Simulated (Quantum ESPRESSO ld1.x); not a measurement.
Input (ld1.x (Quantum ESPRESSO 7.5)):

```
 &input
    atom='Yb',
    iswitch=1,
    rel=2,
    dft='PBE',
    config='[Xe] 4f14 6s2',
    rel_dist='average',
    verbosity='high',
    lsmall=.true.,
    prefix='ld1',
    max_out_wfc=37,
    file_charge='ld1.rho',
 /
```

Command: `OMP_NUM_THREADS=1 ld1.x < ld1.in > ld1.out`

It prints (banner and zero overlaps left out):

```
     Program LD1 v.7.5 starts

 state nlj           4           3   2.5000000000000000       not converged   [4 such lines]
 state nlj           6           0  0.50000000000000000       not converged
 classical turning point too close to mesh           4           3           3
 classical turning point too close to mesh           4           3          -4
     --------------------------- All-electron run ----------------------------

     dirac relativistic calculation

     atomic number is 70.00
     dft =PBE   lsd =0 sic =0 latt =0  beta=0.20 tr2=1.0E-14
     Exchange-correlation= PBE
                           (   1   4   3   4   0   0   0)
     mesh =2107 r(mesh) =  99.43506 a.u. xmin = -8.00 dx = 0.00800
     1 Ry =  13.60569312 eV, c = 137.03599908

     n l j   nl                  e(Ry)          e(Ha)          e(eV)
     Spin orbit split results
     1 0 0.5 1S 1( 2.00)   -4495.818365364   -2247.909182682 -61168.7250159
     2 0 0.5 2S 1( 2.00)    -761.229667576    -380.614833788 -10357.0572532
     2 1 0.5 2P 1( 2.00)    -725.989871556    -362.994935778  -9877.5954028
     2 1 1.5 2P 1( 4.00)    -649.027860557    -324.513930279  -8830.4738990
     3 0 0.5 3S 1( 2.00)    -171.573887001     -85.786943500  -2334.3816545
     3 1 0.5 3P 1( 2.00)    -156.043030892     -78.021515446  -2123.0735923
     3 1 1.5 3P 1( 4.00)    -139.707154025     -69.853577012  -1900.8126647
     4 0 0.5 4S 1( 2.00)     -33.754963763     -16.877481882   -459.2596783
     4 1 0.5 4P 1( 2.00)     -27.473379485     -13.736689743   -373.7943703
     4 1 1.5 4P 1( 4.00)     -23.776009611     -11.888004806   -323.4890905
     3 2 1.5 3D 1( 4.00)    -113.313619512     -56.656809756  -1541.7103337
     3 2 2.5 3D 1( 6.00)    -109.745014922     -54.872507461  -1493.1569948
     5 0 0.5 5S 1( 2.00)      -4.029397863      -2.014698932    -54.8227508
     5 1 0.5 5P 1( 2.00)      -2.336590811      -1.168295405    -31.7909375
     5 1 1.5 5P 1( 4.00)      -1.889519984      -0.944759992    -25.7082290
     4 2 1.5 4D 1( 4.00)     -13.456286311      -6.728143156   -183.0821021
     4 2 2.5 4D 1( 6.00)     -12.783284303      -6.391642151   -173.9254433
     4 3 2.5 4F 1( 6.00)      -0.276271367      -0.138135683     -3.7588634
     4 3 3.5 4F 1( 8.00)      -0.179544297      -0.089772148     -2.4428246
     6 0 0.5 6S 1( 2.00)      -0.288354761      -0.144177380     -3.9232664
     Averaged results
     1 0     1S 1( 2.00)   -4495.818365364   -2247.909182682 -61168.7250159
     2 0     2S 1( 2.00)    -761.229667576    -380.614833788 -10357.0572532
     2 1     2P 1( 6.00)    -674.681864223    -337.340932112  -9179.5144003
     3 0     3S 1( 2.00)    -171.573887001     -85.786943500  -2334.3816545
     3 1     3P 1( 6.00)    -145.152446314     -72.576223157  -1974.8996406
     4 0     4S 1( 2.00)     -33.754963763     -16.877481882   -459.2596783
     4 1     4P 1( 6.00)     -25.008466236     -12.504233118   -340.2575171
     3 2     3D 1(10.00)    -111.172456758     -55.586228379  -1512.5783304
     5 0     5S 1( 2.00)      -4.029397863      -2.014698932    -54.8227508
     5 1     5P 1( 6.00)      -2.038543593      -1.019271796    -27.7357985
     4 2     4D 1(10.00)     -13.052485106      -6.526242553   -177.5881068
     4 3     4F 1(14.00)      -0.220998755      -0.110499378     -3.0068412
     6 0     6S 1( 2.00)      -0.288354761      -0.144177380     -3.9232664

     final scf error:  2.2E-15 reached in  48 iterations

     Etot =  -28151.923911 Ry,  -14075.961955 Ha, -383026.437554 eV

     Ekin =   31282.326978 Ry,   15641.163489 Ha,  425617.741034 eV
     Encl =  -69918.297648 Ry,  -34959.148824 Ha, -951286.901480 eV
     Eh   =   11073.336103 Ry,    5536.668051 Ha,  150660.412865 eV
     Exc  =    -589.289344 Ry,    -294.644672 Ha,   -8017.689972 eV

     normalization and overlap integrals

     s(1S/1S) =  1.000000  <r> =   0.0197  <r2> =    0.0005  r(max) =   0.0124
     LC norm =  0.93098869 + SC norm =  0.06901131 =  1.00000000
     s(2S/2S) =  1.000000  <r> =   0.0827  <r2> =    0.0081  r(max) =   0.0708
     LC norm =  0.98451801 + SC norm =  0.01548199 =  1.00000000
     s(2P/2P) =  1.000000  <r> =   0.0687  <r2> =    0.0059  r(max) =   0.0535
     LC norm =  0.98445728 + SC norm =  0.01554272 =  1.00000000
     s(2P/2P) =  1.000000  <r> =   0.0762  <r2> =    0.0071  r(max) =   0.0593
     LC norm =  0.98580916 + SC norm =  0.01419084 =  1.00000000
     s(3S/3S) =  1.000000  <r> =   0.2162  <r2> =    0.0536  r(max) =   0.2002
     LC norm =  0.99497162 + SC norm =  0.00502838 =  1.00000000
     s(3P/3P) =  1.000000  <r> =   0.2061  <r2> =    0.0494  r(max) =   0.1878
     LC norm =  0.99503005 + SC norm =  0.00496995 =  1.00000000
     s(3P/3P) =  1.000000  <r> =   0.2201  <r2> =    0.0562  r(max) =   0.2002
     LC norm =  0.99541461 + SC norm =  0.00458539 =  1.00000000
     s(4S/4S) =  1.000000  <r> =   0.4878  <r2> =    0.2689  r(max) =   0.4563
     LC norm =  0.99837460 + SC norm =  0.00162540 =  1.00000000
     s(4P/4P) =  1.000000  <r> =   0.4956  <r2> =    0.2799  r(max) =   0.4563
     LC norm =  0.99846133 + SC norm =  0.00153867 =  1.00000000
     s(4P/4P) =  1.000000  <r> =   0.5280  <r2> =    0.3175  r(max) =   0.4865
     LC norm =  0.99860740 + SC norm =  0.00139260 =  1.00000000
     s(3D/3D) =  1.000000  <r> =   0.1935  <r2> =    0.0440  r(max) =   0.1587
     LC norm =  0.99553173 + SC norm =  0.00446827 =  1.00000000
     s(3D/3D) =  1.000000  <r> =   0.1978  <r2> =    0.0459  r(max) =   0.1613
     LC norm =  0.99564008 + SC norm =  0.00435992 =  1.00000000
     s(5S/5S) =  1.000000  <r> =   1.2091  <r2> =    1.6495  r(max) =   1.0741
     LC norm =  0.99967750 + SC norm =  0.00032250 =  1.00000000
     s(5P/5P) =  1.000000  <r> =   1.3688  <r2> =    2.1398  r(max) =   1.1729
     LC norm =  0.99974987 + SC norm =  0.00025013 =  1.00000000
     s(5P/5P) =  1.000000  <r> =   1.4887  <r2> =    2.5370  r(max) =   1.2605
     LC norm =  0.99978776 + SC norm =  0.00021224 =  1.00000000
     s(4D/4D) =  1.000000  <r> =   0.5534  <r2> =    0.3560  r(max) =   0.4865
     LC norm =  0.99879613 + SC norm =  0.00120387 =  1.00000000
     s(4D/4D) =  1.000000  <r> =   0.5649  <r2> =    0.3709  r(max) =   0.4944
     LC norm =  0.99883573 + SC norm =  0.00116427 =  1.00000000
     s(4F/4F) =  1.000000  <r> =   0.7780  <r2> =    0.8483  r(max) =   0.4788
     LC norm =  0.99929237 + SC norm =  0.00070763 =  1.00000000
     s(4F/4F) =  1.000000  <r> =   0.8043  <r2> =    0.9287  r(max) =   0.4865
     LC norm =  0.99931487 + SC norm =  0.00068513 =  1.00000000
     s(6S/6S) =  1.000000  <r> =   3.9253  <r2> =   17.6337  r(max) =   3.2920
     LC norm =  0.99997178 + SC norm =  0.00002822 =  1.00000000

     LC charge = 69.62531663 + SC charge =  0.37468337 = 70.00000000

     ------------------------ End of All-electron run ------------------------
```

Run on one thread of a shared host, so times are rough (Intel(R) Xeon(R) Processor @ 2.60GHz): 1.1 s of CPU time, 1.1 s wall, 48 iterations on 2107 mesh points.
